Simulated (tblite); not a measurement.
Record of a relaxation.

C8H15P.
Bonds: C1–C2 (triple), C2–P3, P3–C4, C4–C5, C5–C6, P3–C7, C7–C8, C7–C9. Hydrogens: H10 on C1; H11, H12 on C4; H13, H14 on C5; H15, H16, H17 on C6; H18 on C7; H19, H20, H21 on C8; H22, H23, H24 on C9.

Computed with GFN2-xTB (tblite), gas phase: L-BFGS steps from a force-field or distance-geometry start until the largest atomic force falls under 0.01 eV/Å. 5 of its 93 geometries are shown.

Step 0: E = -740.5385 eV, largest atomic force 2.384 eV/Å
```
atom  x, y, z in Å  |  force x, y, z in eV/Å
C1      0.115    1.266   -3.038    0.155   0.097  -1.048
C2     -0.109    1.200   -1.868   -0.365  -0.526   2.296
P3     -0.414    1.089   -0.050   -0.185   1.078  -1.143
C4      1.032    0.066    0.436    0.288  -0.688   0.234
C5      2.343    0.843    0.402    0.083   0.441  -0.451
C6      3.513   -0.011    0.847    0.505   0.127   0.471
C7     -1.774   -0.195   -0.047   -0.204  -0.521   0.118
C8     -2.082   -0.649    1.388   -0.276  -0.086   0.082
C9     -3.046    0.346   -0.688   -0.443   0.493  -0.043
H10     0.289    1.337   -4.079   -0.020   0.018   0.220
H11     0.871   -0.295    1.468   -0.044   0.197  -0.209
H12     1.097   -0.831   -0.195    0.062   0.078  -0.062
H13     2.276    1.733    1.048   -0.076  -0.228  -0.151
H14     2.547    1.202   -0.625   -0.220  -0.102   0.330
H15     3.374   -0.345    1.881    0.016   0.025  -0.200
H16     3.632   -0.887    0.219   -0.031  -0.046  -0.079
H17     4.447    0.571    0.811   -0.335  -0.228  -0.020
H18    -1.438   -1.073   -0.620    0.019   0.045  -0.003
H19    -2.902   -1.385    1.389    0.253   0.275  -0.088
H20    -2.391    0.186    2.026    0.070  -0.054  -0.243
H21    -1.228   -1.127    1.861    0.106  -0.007  -0.043
H22    -3.845   -0.406   -0.675    0.200   0.082   0.112
H23    -3.421    1.241   -0.149    0.288  -0.502  -0.281
H24    -2.897    0.621   -1.737    0.152   0.031   0.201
```

Step 23: E = -740.6932 eV, largest atomic force 0.050 eV/Å
```
atom  x, y, z in Å  |  force x, y, z in eV/Å
C1      0.084    1.251   -2.954    0.004   0.009   0.010
C2     -0.127    1.127   -1.777    0.000  -0.015  -0.002
P3     -0.436    1.117   -0.037    0.003   0.008   0.049
C4      1.023    0.053    0.441    0.004   0.002   0.006
C5      2.325    0.845    0.378    0.001  -0.019   0.006
C6      3.505   -0.002    0.841    0.008   0.002  -0.012
C7     -1.768   -0.216   -0.049   -0.016   0.005   0.013
C8     -2.072   -0.651    1.381   -0.004  -0.005  -0.007
C9     -3.021    0.353   -0.708    0.004   0.003  -0.002
H10     0.272    1.319   -3.986    0.001  -0.002  -0.028
H11     0.866   -0.290    1.468   -0.014   0.000  -0.004
H12     1.074   -0.821   -0.215    0.001   0.000   0.017
H13     2.241    1.730    1.015   -0.003  -0.003  -0.030
H14     2.491    1.185   -0.647    0.014   0.008   0.019
H15     3.356   -0.338    1.866   -0.008   0.006  -0.010
H16     3.616   -0.878    0.206    0.009  -0.001  -0.001
H17     4.428    0.571    0.802    0.013   0.009  -0.015
H18    -1.405   -1.073   -0.632   -0.006   0.002   0.015
H19    -2.892   -1.369    1.393   -0.001   0.013  -0.008
H20    -2.363    0.212    1.980    0.002  -0.029   0.004
H21    -1.208   -1.121    1.847   -0.020   0.007   0.001
H22    -3.821   -0.387   -0.713    0.017   0.004  -0.013
H23    -3.367    1.228   -0.160   -0.014  -0.001  -0.006
H24    -2.815    0.652   -1.734    0.006  -0.004   0.000
```

Step 46: E = -740.6979 eV, largest atomic force 0.039 eV/Å
```
atom  x, y, z in Å  |  force x, y, z in eV/Å
C1      0.075    1.247   -2.910    0.015   0.014   0.012
C2     -0.124    1.136   -1.729   -0.006   0.000   0.000
P3     -0.435    1.119    0.013    0.018  -0.021  -0.013
C4      1.027    0.052    0.477   -0.003  -0.010   0.000
C5      2.330    0.836    0.360   -0.005   0.001  -0.007
C6      3.528    0.008    0.808    0.009  -0.005   0.004
C7     -1.772   -0.211   -0.030    0.007   0.004  -0.006
C8     -2.118   -0.658    1.386   -0.001  -0.005  -0.001
C9     -3.001    0.357   -0.731   -0.007   0.009  -0.005
H10     0.259    1.310   -3.944   -0.005  -0.002   0.005
H11     0.888   -0.273    1.513    0.005   0.011   0.000
H12     1.056   -0.835   -0.164   -0.005  -0.006   0.011
H13     2.262    1.740    0.971    0.006  -0.005   0.005
H14     2.468    1.150   -0.678   -0.003   0.005  -0.006
H15     3.405   -0.317    1.839    0.000   0.009   0.018
H16     3.643   -0.876    0.185   -0.030  -0.008  -0.024
H17     4.443    0.592    0.739    0.007   0.014   0.002
H18    -1.391   -1.066   -0.603   -0.005  -0.003   0.001
H19    -2.950   -1.360    1.366   -0.009  -0.005  -0.003
H20    -2.408    0.197    1.995    0.001   0.002  -0.005
H21    -1.274   -1.152    1.863    0.009   0.007   0.011
H22    -3.786   -0.394   -0.800    0.006  -0.015   0.004
H23    -3.392    1.211   -0.180    0.002   0.007   0.007
H24    -2.748    0.686   -1.738   -0.004   0.003  -0.011
```

Step 69: E = -740.6998 eV, largest atomic force 0.026 eV/Å
```
atom  x, y, z in Å  |  force x, y, z in eV/Å
C1      0.097    1.269   -2.889    0.006   0.006  -0.005
C2     -0.106    1.130   -1.712   -0.009   0.004   0.001
P3     -0.435    1.109    0.026   -0.017   0.017   0.009
C4      1.023    0.051    0.513    0.018   0.001   0.001
C5      2.324    0.833    0.354    0.020  -0.005   0.002
C6      3.533    0.008    0.779   -0.006  -0.007   0.002
C7     -1.772   -0.218   -0.030   -0.003   0.000  -0.001
C8     -2.134   -0.660    1.384   -0.003  -0.001  -0.002
C9     -2.995    0.352   -0.744   -0.005  -0.007   0.002
H10     0.281    1.347   -3.921    0.005  -0.005   0.002
H11     0.896   -0.238    1.560    0.000   0.008   0.012
H12     1.047   -0.858   -0.095   -0.006  -0.008  -0.012
H13     2.274    1.743    0.958   -0.006  -0.001  -0.012
H14     2.435    1.135   -0.691    0.001   0.005   0.007
H15     3.443   -0.291    1.822    0.007   0.001  -0.005
H16     3.612   -0.892    0.171    0.006   0.009   0.004
H17     4.449    0.583    0.664   -0.021  -0.015  -0.004
H18    -1.389   -1.076   -0.598    0.001   0.002  -0.002
H19    -2.955   -1.374    1.357   -0.002  -0.006  -0.003
H20    -2.447    0.196    1.980    0.004   0.003  -0.001
H21    -1.289   -1.135    1.880    0.001   0.004  -0.002
H22    -3.775   -0.403   -0.828   -0.002  -0.014   0.002
H23    -3.397    1.198   -0.188    0.007   0.009  -0.004
H24    -2.733    0.691   -1.744    0.004  -0.001   0.007
```

Step 92: E = -740.7008 eV, largest atomic force 0.007 eV/Å
```
atom  x, y, z in Å  |  force x, y, z in eV/Å
C1      0.126    1.291   -2.862   -0.002   0.001   0.001
C2     -0.103    1.154   -1.689   -0.001  -0.001  -0.002
P3     -0.448    1.124    0.045    0.007  -0.001   0.000
C4      1.014    0.068    0.535   -0.002   0.001   0.000
C5      2.321    0.832    0.343   -0.002   0.002   0.000
C6      3.526   -0.004    0.756   -0.001  -0.001   0.001
C7     -1.772   -0.216   -0.027    0.001  -0.001   0.002
C8     -2.140   -0.664    1.384    0.000   0.001   0.000
C9     -2.994    0.338   -0.751    0.001  -0.002   0.001
H10     0.330    1.367   -3.891    0.001   0.001  -0.001
H11     0.899   -0.198    1.590    0.000   0.001   0.001
H12     1.021   -0.854   -0.056   -0.001   0.002   0.000
H13     2.292    1.750    0.934    0.000   0.004  -0.001
H14     2.416    1.120   -0.707    0.005  -0.002  -0.004
H15     3.461   -0.277    1.807   -0.002  -0.004   0.005
H16     3.578   -0.917    0.167   -0.004  -0.002  -0.003
H17     4.447    0.554    0.604    0.003   0.003   0.000
H18    -1.372   -1.068   -0.592   -0.001  -0.002  -0.001
H19    -2.945   -1.397    1.348    0.004   0.001   0.001
H20    -2.478    0.186    1.974   -0.001  -0.001   0.000
H21    -1.290   -1.120    1.889   -0.004  -0.001  -0.001
H22    -3.770   -0.423   -0.825   -0.002   0.001  -0.001
H23    -3.401    1.192   -0.211   -0.001  -0.001   0.000
H24    -2.731    0.663   -1.757    0.003  -0.001   0.002
```

Task: Summarise the path.

Result: The energy falls by 3.74 kcal/mol from step 0 to step 92; nine tenths of that is first reached at step 10. It falls at every step. The largest force goes from 2.384 to 0.007 eV/Å. Among the bonds C2–P3 changes most, from 1.847 to 1.769 Å; the atoms move by 0.129 Å rms after alignment.

Task: Follow the three bonds and two angles with the largest change from start to end.

Result: 
```tsv
step	E above end (kcal/mol)	largest force (eV/Å)	C2–P3 (Å)	P3–C4 (Å)	C9–H23 (Å)	C1–C2–P3 (°)	C2–P3–C7 (°)
0	3.74	2.384	1.847	1.837	1.110	178.6	99.4
4	0.99	0.364	1.783	1.881	1.091	176.8	99.4
8	0.42	0.102	1.769	1.872	1.088	172.0	97.6
12	0.32	0.059	1.769	1.871	1.090	172.0	97.2
16	0.25	0.059	1.768	1.870	1.089	172.6	96.6
20	0.20	0.047	1.770	1.869	1.089	173.8	96.8
24	0.17	0.037	1.768	1.867	1.089	174.5	97.0
28	0.16	0.032	1.770	1.867	1.089	174.6	96.9
32	0.14	0.036	1.767	1.866	1.089	174.5	96.8
36	0.11	0.029	1.770	1.867	1.089	174.5	96.4
40	0.10	0.031	1.769	1.868	1.089	174.8	96.4
44	0.08	0.050	1.770	1.868	1.089	175.0	96.3
48	0.06	0.035	1.768	1.869	1.089	175.3	96.3
52	0.05	0.016	1.769	1.868	1.089	175.1	96.2
56	0.05	0.020	1.769	1.869	1.089	175.0	96.1
60	0.04	0.020	1.769	1.868	1.089	174.7	96.2
64	0.03	0.025	1.769	1.869	1.089	174.3	96.3
68	0.03	0.036	1.768	1.867	1.089	174.1	96.4
72	0.02	0.017	1.769	1.869	1.089	173.8	96.4
76	0.02	0.016	1.769	1.868	1.089	173.8	96.4
80	0.01	0.016	1.769	1.868	1.089	174.1	96.4
84	0.01	0.017	1.769	1.869	1.089	174.2	96.3
88	0.00	0.014	1.769	1.868	1.089	174.5	96.4
92	0.00	0.007	1.769	1.869	1.089	174.4	96.4
```

What follows is the cost of the whole relaxation. The run took 1.4 s of wall time on one thread, Arm Neoverse N1 (aarch64), no GPU, shared host.
